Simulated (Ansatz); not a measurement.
The same path of a periodic cell of 17 atoms, Be$_{16}$H (host Be, host structure hcp, interstitial H) was run twice with different band settings. Lost on the way: Be7–H17, Be11–H17. Made: Be12–H17, Be16–H17.

Computed with DFT PBEsol, scalar-relativistic, plane waves, PAW in Ansatz 0.2.0. Settings: cutoff 420 eV, k mesh 4x4x3, fermi-dirac smearing 0.15 eV, no spin polarisation.

Relaxed end points:

```xyz
17
Lattice="-2.2900 -3.9664 0.0000 3.4350 -1.9832 0.0000 0.0000 0.0000 7.1769" Properties=species:S:1:pos:R:3
Be -0.002 -3.966 0.014
Be -0.001 -2.642 1.768
Be -0.003 -4.081 3.595
Be -0.004 -2.641 5.418
Be -1.155 -1.976 0.018
Be 2.292 -2.642 1.813
Be -1.263 -1.914 3.601
Be 2.293 -2.636 5.410
Be 1.145 -1.980 0.014
Be 1.147 -0.661 1.802
Be 1.244 -1.922 3.595
Be 1.147 -0.661 5.414
Be 0.003 0.000 0.023
Be 1.146 -4.628 1.813
Be 0.041 -0.022 3.612
Be 1.141 -4.633 5.410
H -0.010 -2.638 3.786
```

```xyz
17
Lattice="-2.2900 -3.9664 0.0000 3.4350 -1.9832 0.0000 0.0000 0.0000 7.1769" Properties=species:S:1:pos:R:3
Be 0.001 -3.970 0.029
Be 0.001 -2.645 1.783
Be 0.003 -3.970 3.556
Be 0.003 -2.531 5.378
Be -1.145 -1.984 -0.017
Be 2.287 -2.645 1.774
Be -1.142 -1.979 3.564
Be 2.250 -2.623 5.361
Be 1.143 -1.985 -0.005
Be 1.144 -0.666 1.783
Be 1.142 -1.983 3.560
Be 1.047 -0.723 5.378
Be -0.002 -0.004 -0.017
Be 1.154 -4.635 1.778
Be -0.004 -0.008 3.564
Be 1.263 -4.698 5.372
H 0.010 -3.973 5.184
```

Common settings: climbing image yes; optimiser quadratic models (default); force threshold 0.05 eV/Å; end points relaxed.

| run | movable images | spring | start path | iteration limit |
| --- | --- | --- | --- | --- |
| 1 | 5 | 10.0 eV/Å² | straight line | 58 |
| 2 | 2 | 5.0 eV/Å² | default | 50 |

**Question.** What does each run give, and how far can it be trusted?

**Answer.** Run 1: converged after 17 iterations, highest image 0.341 eV above the first end. The profile has 2 maxima (images 2, 4) with wells between them (image 3): this band takes more than one step, which may be the mechanism or a detour left from its start path. By the program's own check the climbing image is of a kind that is not told: the force calls were inconclusive, a negative curvature could not be distinguished from the path's own, the only one lies far off the path, or fixed occupations may fill a level only in part (lowest curvatures found: -2.11 and 2.45 eV/Å²).
Run 2: converged after 7 iterations, highest image 0.705 eV above the first end. The order of the stationary point at the top wasn't checked. Another band between the same ends, with other settings, climbed to 0.34 eV only, so this may not be the lowest route. So few images can step over the top or miss a turn of the path.
Limits of this set-up: coarse k mesh, odd electron count without spin.
